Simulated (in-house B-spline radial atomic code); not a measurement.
## How G0W0 and RPA depend on the start: the molybdenum ion Mo⁶⁺

Configuration [Ar] 3d10 4s2 4p6. Computed with an all-electron radial atomic-structure program (B-spline basis): all electrons, non-relativistic, point nucleus, each spin shell either full or empty, empty states to l = 9 with an (l + 1/2)⁻⁴ tail; G0W0 by contour deformation at full frequency.

Without relativity these are model numbers: it shifts the levels of so heavy an element strongly and can reorder them.

| start | mean-field 4p (eV) | G0W0 (eV) | QP weight | RPA correlation (Eh) |
| --- | --- | --- | --- | --- |
| Hartree-Fock | -125.51 | -126.41 | 0.973 | -2.5241 |
| LDA VWN5 | -116.70 | -126.05 | 0.955 | -2.7376 |
| PBE | -116.58 | -126.03 | 0.955 | -2.7341 |
| PBE0 | -119.19 | -126.13 | 0.961 | -2.6757 |
| r2SCAN | -117.41 | -126.11 | 0.958 | -2.6973 |
| HSE06 | -118.71 | -126.14 | 0.961 | -2.6801 |
| B3LYP (VWN-RPA) | -118.63 | -126.13 | 0.960 | -2.6881 |
| SCAN | -117.49 | -126.07 | 0.959 | -2.6957 |
| TPSS | -116.88 | -126.08 | 0.956 | -2.7225 |
| BHandHLYP | -121.53 | -126.25 | 0.966 | -2.6223 |
| CAM-B3LYP | -120.59 | -126.20 | 0.964 | -2.6652 |
| LC-wPBE | -121.98 | -126.23 | 0.966 | -2.6676 |
| wB97X | -121.65 | ? | ? | ? |
| PBEsol | -116.55 | ? | ? | ? |
| BLYP | -116.35 | -126.03 | 0.955 | -2.7351 |
| r2SCAN0 | -119.73 | -126.18 | 0.963 | -2.6512 |
| LDA exchange-only | -114.85 | -126.11 | 0.954 | -2.7369 |

**Question.** What G0W0 level, weight and RPA correlation energy follow from the PBEsol start?

**Answer.** G0W0 level -126.03 eV, weight 0.955, RPA correlation -2.7353 hartree.

**Question.** What G0W0 level, weight and RPA correlation energy follow from the wB97X start?

**Answer.** G0W0 level -126.14 eV, weight 0.966, RPA correlation -2.6551 hartree.

**Question.** How much of the dependence on the start does G0W0 remove?

**Answer.** The mean-field levels span 10.7 eV and the G0W0 levels 0.383 eV. Against 125.638 ± 0.025 eV (NIST, semi-empirical) the G0W0 removal energies are off by +0.39 to +0.77 eV, with relativity, Breit and QED terms left out.
